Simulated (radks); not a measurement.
Sr, configuration [Kr] 5s2.

Calculated with a radial shooting solver on a logarithmic mesh with Libxc functionals: Dirac Kohn-Sham, PBE, spin-unpolarised, spherical densities, finite nucleus; Fermi nuclear charge, rms radius 4.224 fm.

Energy parts (eV):
part                       energy
total                  -86525.839
kinetic                 89127.635
electron-nucleus      -208797.554
Hartree                 36003.303
exchange-correlation    -2859.223

Orbitals (lengths in bohr, moments of r in powers of bohr; r(max) is where P^2 peaks; r(90%) holds 90 % of the orbital's charge):
\begin{tabular}{lrrrrrr}
orbital & occ. & eigenvalue (eV) & <r> & r(90%) & <r^4> & r(max) \\ \hline
1s1/2 & 2 & -15930.61 & 0.03916 & 0.0701 & 0.00001103 & 0.02553 \\
2s1/2 & 2 & -2156.765 & 0.1722 & 0.267 & 0.002120 & 0.1452 \\
2p1/2 & 2 & -1962.759 & 0.1475 & 0.241 & 0.001435 & 0.1137 \\
2p3/2 & 4 & -1894.351 & 0.1517 & 0.247 & 0.001574 & 0.1171 \\
3s1/2 & 2 & -333.6055 & 0.4919 & 0.730 & 0.1213 & 0.4360 \\
3p1/2 & 2 & -263.1522 & 0.4913 & 0.747 & 0.1325 & 0.4249 \\
3p3/2 & 4 & -252.6653 & 0.5018 & 0.762 & 0.1438 & 0.4338 \\
3d3/2 & 4 & -129.0374 & 0.4962 & 0.805 & 0.1843 & 0.3751 \\
3d5/2 & 6 & -127.2074 & 0.4998 & 0.810 & 0.1896 & 0.3778 \\
4s1/2 & 2 & -40.8831 & 1.357 & 1.99 & 6.800 & 1.192 \\
4p1/2 & 2 & -23.6034 & 1.545 & 2.32 & 12.54 & 1.309 \\
4p3/2 & 4 & -22.4434 & 1.579 & 2.37 & 13.72 & 1.336 \\
5s1/2 & 2 & -3.5258 & 4.333 & 6.43 & 731.8 & 3.701 \\
\end{tabular}

The highest occupied level is 5s1/2 at -3.526 eV. Summed over all electrons, <r^2> = 69.58 bohr^2, which gives a Langevin (diamagnetic) susceptibility term of -55.1 x 10^-6 cm^3/mol. The electron density at the nucleus is 6.099e+04 e/bohr^3.
